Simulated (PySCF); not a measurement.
Isomers of C4H13NSn, from PBE0-D3(BJ)/def2-SVP geometry optimisation, gas phase, def2 core potentials past Kr in PySCF 2.14.0. One conformer each, no zero-point energy, no frequencies.

Question: Which is lowest in electronic energy at this level?
A. SnMe3(NHMe), `C[NH][Sn]([CH3])([CH3])[CH3]`: A = 2362, B = 1531, C = 1516 MHz, dipole 0.91 D
B. SnH2Me(NHiPr) (`C([NH][SnH2][CH3])(C)C`): A = 4200, B = 1033, C = 956.7 MHz, dipole 0.88 D
C. SnH2Me(NMeEt) (`[CH3][SnH2][N](C)CC`): A = 3577, B = 1200, C = 990.3 MHz, dipole 0.62 D
D. SnH3(NHtBu) (`CC(C)(C)[NH][SnH3]`): A = 4234, B = 899.2, C = 898.8 MHz, dipole 0.74 D

Answer: A. That is SnMe3(NHMe), `C[NH][Sn]([CH3])([CH3])[CH3]`, 3.9 kcal/mol below the next.

| SMILES | mapped SMILES | E (Eh) | relative (kcal/mol) | relative (kJ/mol) | dipole (D) |
| --- | --- | --- | --- | --- | --- |
| C[NH][Sn]([CH3])([CH3])[CH3] | – | -428.88259 | 0.0 | 0.0 | 0.91 |
| [H][Sn]([H])([CH3])[NH]C(C)C | – | -428.87640 | 3.9 | 16.2 | 0.88 |
| [H][Sn]([H])([H])[NH]C(C)(C)C | – | -428.87356 | 5.7 | 23.7 | 0.74 |
| [H][Sn]([H])([CH3])[N](C)CC | – | -428.86351 | 12.0 | 50.1 | 0.62 |
